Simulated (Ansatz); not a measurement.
```xyz
3

O     0.0000    0.9058   -0.7725
H     0.0000    1.7222   -0.1184
Cl    0.0000   -0.5276    0.3705
```

Basis set: 6-31G* (spherical functions). Frozen core: 6 orbitals. Charge 0, multiplicity 1.

Computed with Ansatz (development build ahead of 0.2.0); each method stands on the lowest determinant of its kind that the runs found. Restricted open shells among the atoms or ions are ROHF, correlated in semicanonical orbitals with singles.

The atomization energy at this shape (free ground-state atoms in the same class of orbitals less the molecule, no zero-point energy) of singlet HClO:

| method | atomization energy |
| --- | --- |
| RHF-MP2 | 5.90 eV |

(1) What does RHF give?

Results:

(1) 2.76 eV. Caution: the shape is not the minimum.
